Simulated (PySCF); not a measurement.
This PySCF input asks for the NMR shieldings of `[SiH3]O[SiH2][SiH2]CCl`, CH₉ClOSi₃; the geometry comes from GFN2-xTB.

```python
import basis_set_exchange as bse
import numpy as np
from pyscf import gto, dft
from pyscf.prop import nmr

atoms = """
Si    2.791927    0.395825    0.198843
O     1.731168   -0.366690   -0.761882
Si    0.315043   -0.628359   -1.508840
Si   -1.336957   -0.888302    0.085779
C    -2.497551    0.641921    0.099506
Cl   -1.507180    2.104128    0.381953
H     3.804868   -0.618833    0.474540
H     3.317386    1.534900   -0.549354
H     2.085613    0.820722    1.406104
H     0.108768    0.495293   -2.431070
H     0.583256   -1.842301   -2.286480
H    -0.899781   -1.029752    1.483105
H    -2.246881   -2.020173   -0.166730
H    -3.240610    0.613809    0.892625
H    -3.013482    0.795802   -0.845666
"""
names = dict.fromkeys(["Si", "O", "C", "Cl", "H"], "pcSseg-1")
basis = {el: gto.basis.parse(bse.get_basis(n, elements=[el], fmt="nwchem")) for el, n in names.items()}
mol = gto.M(atom=atoms, basis=basis, charge=0, verbose=0)
mf = dft.RKS(mol, xc="PBE0")
mf.grids.level = 2
mf.grids.alignment = dft.numint.BLKSIZE   # the property module wants whole blocks of grid points
mf.conv_tol = 1e-9
mf.kernel()

calc = nmr.RKS(mf)   # GIAO
C = mf.mo_coeff
Co = C[:, mf.mo_occ > 0]
resp = mf.gen_response(singlet=True, hermi=2)
def vind(x):   # induced exchange potential for any number of trial vectors
    d = np.einsum("pi,xij,qj->xpq", C, 2 * x.reshape(-1, C.shape[1], Co.shape[1]), Co, optimize=True)
    return np.einsum("xpq,pi,qj->xij", resp(d - d.transpose(0, 2, 1)), C, Co, optimize=True).ravel()
mo1, _ = nmr.rhf.solve_mo1(calc, with_cphf=vind)
sigma = calc.kernel(mo1)
for i, s in enumerate(sigma):   # ppm
    w = np.linalg.eigvalsh((s + s.T) / 2)
    print("%2d %-2s iso %8.1f  s11 %8.1f  s22 %8.1f  s33 %8.1f" % (i, mol.atom_pure_symbol(i), w.mean(), *w))
```

Problem. What are the results?

Solution. 
```
 0 Si iso    390.5  s11    352.7  s22    358.7  s33    460.2
 1 O  iso    345.4  s11    236.4  s22    394.4  s33    405.3
 2 Si iso    377.6  s11    317.7  s22    355.4  s33    459.8
 3 Si iso    425.2  s11    390.4  s22    420.2  s33    465.0
 4 C  iso    156.6  s11    133.5  s22    140.8  s33    195.5
 5 Cl iso    910.2  s11    816.6  s22    821.2  s33   1092.9
 6 H  iso     26.7  s11     23.0  s22     24.8  s33     32.1
 7 H  iso     26.6  s11     23.5  s22     24.8  s33     31.7
 8 H  iso     26.5  s11     22.7  s22     26.6  s33     30.3
 9 H  iso     26.0  s11     23.1  s22     25.0  s33     29.8
10 H  iso     26.1  s11     22.1  s22     25.1  s33     31.1
11 H  iso     27.5  s11     24.7  s22     25.7  s33     32.0
12 H  iso     27.7  s11     23.7  s22     25.7  s33     33.8
13 H  iso     28.4  s11     22.5  s22     27.0  s33     35.7
14 H  iso     28.8  s11     23.3  s22     27.3  s33     35.7
```

These numbers come from an equivalent density-fitted implementation of the same equations, which agrees with the script to about 0.01 ppm for H and up to a few tenths of a ppm for heavy atoms, so last digits may differ.

Problem. Turn these shieldings into chemical shifts. References, each an isolated molecule treated in the same way: ²⁹Si (σref 349.16) and ¹³C (σref 186.93) and ¹H (σref 31.72) against TMS; ¹⁷O (σref 336.08) against H2O; ³⁵Cl (σref 949.78) against HCl.

Solution. Averaging equivalent atoms: Si 2: -28.5; Si 0: -41.4; Si 3: -76.1; O 1: -9.3; C 4: 30.3; Cl 5: 40; H 9/10: 5.68; H 6/7/8: 5.10; H 11/12: 4.12; H 13/14: 3.14 ppm. Experimental scales use liquid or dissolved standards, which lie at an offset from isolated H2O (liquid H2O: subtract about 36 ppm).

Size and cost of the density-fitted run: 175 basis functions, 43 s wall time on 1 thread of an Arm Neoverse N1, shared host; peak memory 0.8 GiB.
